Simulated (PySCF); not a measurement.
C5H2FNO.
Structure used (GFN2-xTB), in Å, numbered top down from 1:
```xyz
10
C5H2FNO angstrom
N      3.133   -0.604    0.134
C      2.021   -0.338    0.077
C      0.652   -0.023    0.008
C      0.099    1.208   -0.228
O     -1.241    1.127   -0.224
C     -1.540   -0.155    0.015
F     -2.824   -0.464    0.061
C     -0.441   -0.932    0.170
H      0.543    2.167   -0.404
H     -0.394   -1.982    0.368
```

Probes without a nucleus sit at each ring's centroid and 1 Å off its mean plane on both sides; NICS is minus the shielding there, NICSzz its component along the normal. Level: GIAO PBE0/pcSseg-1 (PySCF, non-relativistic, gas phase) on the GFN2-xTB geometry, one conformer.

Ring bond lengths (Å), with Mayer bond orders in brackets: C3–C4 1.370 (1.55), C4–O5 1.342 (1.06), O5–C6 1.338 (1.09), C6–C8 1.355 (1.61), C8–C3 1.431 (1.18).

Question: What do the NICS probes read (ppm)?

Answer: 
```tsv
ring	type	NICS(0)	NICS(1), two faces	NICS(1)zz, two faces	rms pucker (Å)	centre to ring atoms, mean (Å)
C3–C4–O5–C6–C8	5-membered ring with O; formal bonds all aromatic	-13.6	-9.5 / -9.5	-23.0 / -23.0	0.00	1.16
```

Question: What can be read from them?

Answer: 
- C3–C4–O5–C6–C8: mean NICS(1)zz -23.0 ppm, shielded. The ring is flat and has no four-coordinate atom; by the NICS criterion it is aromatic.

Question: How equal are the bonds by HOMA? HOMA = 1 − mean of α(R − Ropt)² over the ring bonds, with Krygowski's 1993 parameters (CC: Ropt 1.388 Å, α 257.7 Å⁻²; CO: Ropt 1.265 Å, α 157.38 Å⁻²).

Answer: 
- C3–C4–O5–C6–C8: HOMA 0.48; the largest term is that of C4–O5, α(R − Ropt)² = 0.94.

Question: At the second NICS(1) probe listed for ring C3–C4–O5–C6–C8, 1 Å off the ring, what do the in-plane components average?

Answer: The isotropic value is a third of the trace: (3 × -9.5 − (-23.0))/2 = -2.8 ppm.

Question: What are the shieldings of the ring atoms and their hydrogens in the same run (means over atoms taken as equivalent)?

Answer: 
| atoms | environment | σ isotropic (ppm) |
| --- | --- | --- |
| C3 | substituted aromatic carbon | 80.2 |
| C4 | aromatic CH next to a ring oxygen | 41.1 |
| O5 | furan-type oxygen | 43.6 |
| C6 | aromatic C–F carbon | 18.6 |
| C8 | aromatic CH carbon | 93.0 |
| H9 | aromatic hydrogen | 24.29 |
| H10 | aromatic hydrogen | 25.69 |
